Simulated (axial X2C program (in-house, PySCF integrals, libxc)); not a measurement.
Which molecule has these constants?

Computed with an in-house relativistic program for diatomic molecules, spin-free (one-electron X2C) or two-component (2c: spin–orbit coupling with atomic mean-field Coulomb and Gaunt terms, which also bring small scalar terms), in Dyall basis sets with cores contracted in-house; open shells are unrestricted.

A two-component CCSD(T) calculation in a Dyall 3-zeta basis gave Re = 2.403 Å, ωe = 352.7 cm⁻¹, Ω = 0.

Problem. Which molecule is it?
A. YSe⁺
B. YO⁺
C. YS⁺

Solution. A. The others have YS⁺ 2.263 Å and 508.7 cm⁻¹ (Ω = 0); YO⁺ 1.766 Å and 895.0 cm⁻¹ (Ω = 0).

Frozen shells (counts by l): YSe⁺ Y 4s3p1d, Se 3s2p1d, 8 electrons correlated; YS⁺ Y 4s3p1d, S 2s1p, 8 electrons correlated; YO⁺ Y 4s3p1d, O 1s, 8 electrons correlated. Coupled cluster in natural virtuals with an MP2 remainder. Where the outer core of a metal is frozen, bonds come out longer and ionisation energies lower.

Each entry is the lowest single determinant of a limited PBE0 search at one distance. De goes to single-determinant-based atoms at the same level (for ions the charge split of lowest energy) and is withheld (n/a) where an atom does not fit its ground term or J level. Main or longest-lived isotopes. One determinant is a doubtful description, or other states lie close, for YSe⁺, YO⁺; these need not be ground states, and all values refer to the states named.
